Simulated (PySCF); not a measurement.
CHNO. Atoms are numbered in the order given.

```xyz
4

N     -0.1225    -1.1550     0.0000
C      0.0194     0.0448     0.0000
O      0.0148     1.2056     0.0000
H      0.6225    -1.8285     0.0000
```

The structure is a stationary point at PBE0-D3(BJ)/def2-TZVP.

These are PBE/def2-TZVPD (PySCF) values and carry that method's errors.

Computed frontier levels, gap, dipole moment and polarisability:
- highest occupied level: -7.43 eV
- lowest empty level: -0.97 eV
- orbital gap: 6.46 eV
- dipole moment: 2.01 D
- quadrupole, principal values (traceless, Buckingham form, about the centre of nuclear charge): -3.67, -0.53, 4.20 D·Å
- mean static polarisability: 23.3 bohr³ (3.45 Å³)
- polarisability, principal values: 16.9, 17.4, 35.5 bohr³
